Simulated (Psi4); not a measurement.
C$_{2}$H$_{3}$O (SMILES [CH2]C=O), doublet, geometry from GFN2-xTB; PBE/6-31G** (Psi4).

The Psi4 input:
```
memory 2 GB

molecule mol {
0 2
O     1.100602    0.246238   -0.401638
C     0.040807    0.357824    0.205885
H    -0.136440    1.236323    0.851899
C    -1.013430   -0.577298    0.147867
H    -1.923061   -0.430955    0.701326
H    -0.909579   -1.458429   -0.462633
}

set {
  basis 6-31g**
  reference uks
}

energy('pbe')
print_variables()
```

It wrote (shortened):

```
   => Loading Basis Set <=

    Name: 6-31G**
    Role: ORBITAL
    Keyword: BASIS

         ---------------------------------------------------------
                                   SCF
               by Justin Turney, Rob Parrish, Andy Simmonett
                          and Daniel G. A. Smith
                              UKS Reference
         ---------------------------------------------------------

  ==> Geometry <==

    Molecular point group: c1
    Full point group: C1

    Geometry (in Angstrom), charge = 0, multiplicity = 2:

       Center              X                  Y                   Z               Mass
    ------------   -----------------  -----------------  -----------------  -----------------
         O            1.032253419478     0.231204974194    -0.376532095117    15.994914619570
         C           -0.027541580522     0.342790974194     0.230990904883    12.000000000000
         H           -0.204788580522     1.221289974194     0.877004904883     1.007825032230
         C           -1.081778580522    -0.592331025806     0.172972904883    12.000000000000
         H           -1.991409580522    -0.445988025806     0.726431904883     1.007825032230
         H           -0.977927580522    -1.473462025806    -0.437527095117     1.007825032230

  Running in c1 symmetry.

  Rotational constants: A =      2.32646  B =      0.38325  C =      0.32904 [cm^-1]
  Rotational constants: A =  69745.47171  B =  11489.48422  C =   9864.46644 [MHz]
  Nuclear repulsion =   63.953255846496582

  Charge       = 0
  Multiplicity = 2
  Electrons    = 23
  Nalpha       = 12
  Nbeta        = 11

  ==> Algorithm <==

  SCF Algorithm Type is DF.
  DIIS enabled.
  MOM disabled.
  Fractional occupation disabled.
  Guess Type is SAD.
  Energy threshold   = 1.00e-06
  Density threshold  = 1.00e-06
  Integral threshold = 1.00e-12

  ==> Primary Basis <==

  Basis Set: 6-31G**
    Blend: 6-31G**
    Number of shells: 27
    Number of basis functions: 60
    Number of Cartesian functions: 60
    Spherical Harmonics?: false
    Max angular momentum: 2

  ==> DFT Potential <==

   => LibXC <=

    Version 7.1.2
    S. Lehtola, C. Steigemann, M. J. T. Oliveira, and M. A. L. Marques,  SoftwareX 7, 1–5 (2018) (10.1016/j.softx.2017.11.002)

   => Composite Functional: PBE <=

    PBE GGA Exchange-Correlation Functional

    J.P. Perdew et. al., Phys. Rev. Lett., 77(18), 3865-3868, 1996

    Deriv               =              1
[...]
      Ntotal   =   22.9999993862 ; deviation = -6.138e-07

   @Spin Contamination Metric:   8.194387434E-03
   @S^2 Expected:                7.500000000E-01
   @S^2 Observed:                7.581943874E-01
   @S   Expected:                5.000000000E-01
   @S   Observed:                5.000000000E-01

    Orbital Energies [Eh]
    ---------------------

    Alpha Occupied:

[...]
    Alpha Virtual:

[...]
    Beta Occupied:

[...]
    Beta Virtual:

[...]
      60A      4.377003

    Final Occupation by Irrep:
              A
    DOCC [    11 ]
    SOCC [     1 ]
    NA   [    12 ]
    NB   [    11 ]

  @DF-UKS Final Energy:  -152.98796742265856

   => Energetics <=

    Nuclear Repulsion Energy =             63.9532558464965817
    One-Electron Energy =                -333.9779766894963018
    Two-Electron Energy =                 137.3494006520875246
    DFT Exchange-Correlation Energy =     -20.3126472317463538
    Empirical Dispersion Energy =           0.0000000000000000
    VV10 Nonlocal Energy =                  0.0000000000000000
    Total Energy =                       -152.9879674226585564

  UHF NO Occupations:
  HONO-2 :   10  A 1.9993052
  HONO-1 :   11  A 1.9969289
  HONO-0 :   12  A 1.0000000
  LUNO+0 :   13  A 0.0030711
  LUNO+1 :   14  A 0.0006948
  LUNO+2 :   15  A 0.0001497
  LUNO+3 :   16  A 0.0001005

Computation Completed

Properties will be evaluated at   0.000000,   0.000000,   0.000000 [a0]

Properties computed using the SCF density matrix

 Multipole Moments:

 ------------------------------------------------------------------------------------
     Multipole            Electronic (a.u.)      Nuclear  (a.u.)        Total (a.u.)
 ------------------------------------------------------------------------------------

 L = 1.  Multiply by 2.5417464519 to convert [e a0] to [Debye]
 Dipole X            :          2.0142540           -2.9706860           -0.9564321
 Dipole Y            :          0.4782558           -0.6533928           -0.1751370
 Dipole Z            :         -0.7175738            1.0911955            0.3736217
 Magnitude           :                                                    1.0416470

 ------------------------------------------------------------------------------------

  Variable Map:
  ----------------------------------------------------------------------------
[...]
  Array Variable Map:
  ----------------------------------------------------------------------------
[...]
[...]
```
